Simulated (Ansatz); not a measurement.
Ge3F6. Charge 0, multiplicity 1. Geometry PBE-D4/def2-SVP, basis def2-TZVP, Ansatz.

```xyz
9

Ge   -0.112    2.021   -0.439
Ge    1.702   -1.312    0.033
Ge   -1.903   -0.760    0.747
F     1.161   -2.153   -1.424
F    -1.725   -0.497   -1.013
F     1.111    0.461   -0.642
F     0.948    2.751    0.779
F    -0.087   -1.521    0.930
F    -1.095    1.011    1.029
```

```json
{"run": "A", "HOMO (eV)": "-7.55", "LUMO (eV)": "-2.20"}
{"run": "B", "HOMO (eV)": "-11.08", "LUMO (eV)": "1.71"}
{"run": "C", "HOMO (eV)": "-8.41", "LUMO (eV)": "-1.54"}
{"run": "D", "HOMO (eV)": "-7.21", "LUMO (eV)": "-2.35"}
```

The structure comes from a short search, and lower isomers may exist.

Question: The runs used HF, PBE, PBE0, r2SCAN. Estimate which is which.

Answer: A r2SCAN (0 % exact exchange); B HF (100 % exact exchange); C PBE0 (25 % exact exchange); D PBE (0 % exact exchange). Exact exchange lowers occupied and raises empty levels; among semilocal functionals meta-GGAs tend to open the gap a little, and such runs are hard to tell apart. The gap grows from 4.86 eV (PBE) to 12.79 eV (HF).
